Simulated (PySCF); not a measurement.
Species: C2H7BO4Si.
Atom-mapped SMILES: `[CH3:1][C:2](=[O:3])[O:4][SiH2:5][B:6]([OH:7])[OH:8]` (hydrogens: H9, H10, H11 on C1; H12, H13 on Si5; H14 on O7; H15 on O8)

The closed-shell ground state was solved at several levels (PySCF, density fitting, gas phase, non-relativistic). The structure is a single PBE0-D3(BJ)/def2-SVP conformer in the gas phase; no vibrational or solvent corrections.

```tsv
level	basis functions	HOMO (eV)	LUMO (eV)	gap (eV)	dipole (D)
PBE0/pcSseg-1	178	-8.16	-0.36	7.80	1.75
CAM-B3LYP/def2-SVPD	232	-9.60	0.61	10.21	1.99
```

(1) What might KT3/pcSseg-1 (178 basis functions) give for the same quantities?

(2) Over all these levels, which gives the widest orbital gap and which the narrowest?

(3) How far do the dipole and the HOMO energy spread over the levels?

Results:

(1) HOMO -6.82 eV, LUMO -1.34 eV, gap 5.48 eV, dipole 1.61 D.

(2) CAM-B3LYP/def2-SVPD (range-separated hybrid) has the widest, 10.21 eV, and KT3/pcSseg-1 (GGA) the narrowest, 5.48 eV. Functional and basis both differ between the two, so the spread mixes both effects.

(3) The dipole runs from 1.61 to 1.99 D (mean 1.78 D) and the HOMO from -9.60 to -6.82 eV.
